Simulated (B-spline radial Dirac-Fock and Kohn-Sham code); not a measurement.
Magnetic form factor of the 4f shell of Lu

System: neutral lutetium, [Xe] 4f12 5d3 6s2 (an excited configuration).

Input file task.json (cfg lists n, l and occupation; rrms is the nuclear radius in fm):

```json
{"items": [{
  "Z": 71,
  "q": 0,
  "cfg": [[1, 0, 2], [2, 0, 2], [2, 1, 6], [3, 0, 2], [3, 1, 6], [3, 2, 10], [4, 0, 2], [4, 1, 6], [4, 2, 10], [4, 3, 12], [5, 0, 2], [5, 1, 6], [5, 2, 3], [6, 0, 2]],
  "A": 175,
  "rrms": 5.37,
  "do": ["scatter"],
  "s": [0.0, 0.06, 0.07, 0.09, 0.11, 0.13, 0.16, 0.2, 0.25, 0.31, 0.39, 0.48, 0.59, 0.74, 0.91, 1.13, 1.4, 1.74, 2.16, 2.68, 3.32, 4.12, 5.11],
  "pz": [0, 0.1, 0.2, 0.3, 0.4, 0.5, 0.6, 0.8, 1.0, 1.2, 1.4, 1.6, 1.8, 2.0, 2.5, 3.0, 4.0, 5.0, 7.0, 10.0, 15.0, 20.0, 30.0, 40.0, 60.0, 100.0],
  "hv_scatter": [2000, 5000, 8047.8, 17479.3, 20000, 30000, 100000, 1000000]
}]}
```

Launch: `python xray_run.py task.json out`

Model: configuration-average Dirac-Fock orbitals. Program: a B-spline atomic structure program. ⟨j_K⟩ is the integral of the 4f radial density with the spherical Bessel function j_K(4πsr), s = sin θ/λ.

| s (Å⁻¹) | ⟨j0⟩ | ⟨j2⟩ | ⟨j4⟩ | ⟨j6⟩ |
| --- | --- | --- | --- | --- |
| 0 | 1.0000 | 0.0000 | 0.0000 | 0.0000 |
| 0.06 | 0.9860 | 0.0056 | 0.0000 | 0.0000 |
| 0.07 | 0.9811 | 0.0075 | 0.0000 | 0.0000 |
| 0.09 | 0.9689 | 0.0123 | 0.0001 | 0.0000 |
| 0.11 | 0.9541 | 0.0181 | 0.0002 | 0.0000 |
| 0.13 | 0.9367 | 0.0248 | 0.0004 | 0.0000 |
| 0.16 | 0.9063 | 0.0364 | 0.0008 | 0.0000 |
| 0.2 | 0.8588 | 0.0540 | 0.0018 | 0.0001 |
| 0.25 | 0.7911 | 0.0779 | 0.0040 | 0.0002 |
| 0.31 | 0.7024 | 0.1071 | 0.0081 | 0.0005 |
| 0.39 | 0.5810 | 0.1427 | 0.0163 | 0.0016 |
| 0.48 | 0.4513 | 0.1736 | 0.0284 | 0.0039 |
| 0.59 | 0.3143 | 0.1957 | 0.0454 | 0.0085 |
| 0.74 | 0.1736 | 0.2004 | 0.0675 | 0.0174 |
| 0.91 | 0.0724 | 0.1819 | 0.0860 | 0.0293 |
| 1.13 | 0.0061 | 0.1420 | 0.0966 | 0.0435 |
| 1.4 | -0.0205 | 0.0930 | 0.0931 | 0.0549 |

Radial moments of the shell: ⟨r²⟩ = 0.5318, ⟨r⁴⟩ = 0.6628, ⟨r⁶⟩ = 1.747 in powers of bohr.

Values without a named source are computed, but for edge energies of neutral atoms, which are taken from tables.
